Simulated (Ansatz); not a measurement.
Total energies of mer-FeBr3(NH3)3 (FeBr₃N₃H₉) from Ansatz at PBE0-D4/def2-TZVP, gas phase (1 Eh = 27.2114 eV = 2625.5 kJ/mol). The reference geometry is relaxed at r2SCAN-D4/def2-SVP.

| state | geometry | energy (Eh) |
| --- | --- | --- |
| charge 0 doublet | reference | -9154.84336 |
| charge -1 singlet | reference | -9154.91233 |
| charge -1 singlet | relaxed at r2SCAN-D4/def2-SVP | -9154.91826 |
| charge 0 quartet | relaxed at r2SCAN-D4/def2-SVP | -9154.84577 |
| charge 0 sextet | relaxed at r2SCAN-D4/def2-SVP | -9154.86794 |

Other spin states of the ions weren't run at this level and may lie lower.

Question: Work out the vertical electron affinity, to the singlet.

Answer: E(charge 0 doublet) − E(charge -1 singlet) = -9154.84336 − (-9154.91233) = 0.06897 Eh = 1.88 eV. The basis lacks diffuse functions, which makes affinities too small.

Question: How much does the charge -1 singlet relax, and what is the adiabatic electron affinity?

Answer: Relaxation: -9154.91233 − (-9154.91826) = 0.00593 Eh = 0.16 eV. Adiabatic electron affinity: 0.07490 Eh = 2.04 eV, without zero-point energy. 

Question: Which of the charge 0 states is lowest, and how far above it are the others?

Answer: The sextet. doublet: -9154.84336 − (-9154.86794) = 0.02458 Eh = 64.5 kJ/mol; quartet: -9154.84577 − (-9154.86794) = 0.02217 Eh = 58.2 kJ/mol.

At PBE0-D4/def2-TZVP the charge 0 doublet is spin-contaminated (final ⟨S²⟩ up to 0.87, 0.75 for a pure state). At PBE0-D4/def2-TZVP the lowest empty level of the doublet has α spin (-2.83 eV), and filling it gives a triplet, which wasn't run; the affinity to the singlet shown is then probably not the largest one.
